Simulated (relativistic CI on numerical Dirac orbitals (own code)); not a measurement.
## Radial parameters of Sm⁵⁴⁺

Computed by Dirac-Coulomb-Breit CI, KLI orbitals optimised for each configuration, model QED, unscaled Slater integrals (own radial code, finite nucleus).

Slater integrals F^k, G^k are unscaled and averaged over j, outside the closed core 1s2; ζ comes from projecting the Hamiltonian with its Breit term on Σ l·s of the shell.

- 2s2 2p4: F^2(2p,2p) = 1.1513e+06, ζ(2p) = 3.3933e+06 cm⁻¹; <r>(2p) = 0.08206, <r^2>(2p) = 0.008188 (bohr units).
- 2s 2p5: G^1(2s,2p) = 1.2344e+06, ζ(2p) = 3.3824e+06 cm⁻¹; <r>(2s) = 0.09373, <r^2>(2s) = 0.01039, <r>(2p) = 0.08217, <r^2>(2p) = 0.00821 (bohr units).
- 2p5 3s: ζ(2p) = 3.4189e+06, G^1(2p,3s) = 123160 cm⁻¹; <r>(2p) = 0.08185, <r^2>(2p) = 0.008147, <r>(3s) = 0.221, <r^2>(3s) = 0.05573 (bohr units).

Averages of the first 10 configurations, taken without configuration mixing, which lowers the lowest level and can move excited configurations by several eV; other configurations of the list can lie among them:

| Configuration | Parity | States | Average energy above the lowest level (eV) |
| --- | --- | --- | --- |
| 2s2 2p4 | even | 15 | 428.4 |
| 2s 2p5 | odd | 12 | 1175.7 |
| 2p6 | even | 1 | 1973.1 |
| 2p5 3s | odd | 12 | 8105.7 |
| 2p5 3p | even | 36 | 8313.0 |
| 2p5 3d | odd | 60 | 8501.4 |
| 2s2 2p3 3s | odd | 40 | 6623.1 |
| 2s2 2p3 3p | even | 120 | 6839.1 |
| 2s2 2p3 3d | odd | 200 | 7027.7 |
| 2s 2p4 3s | even | 60 | 7339.1 |
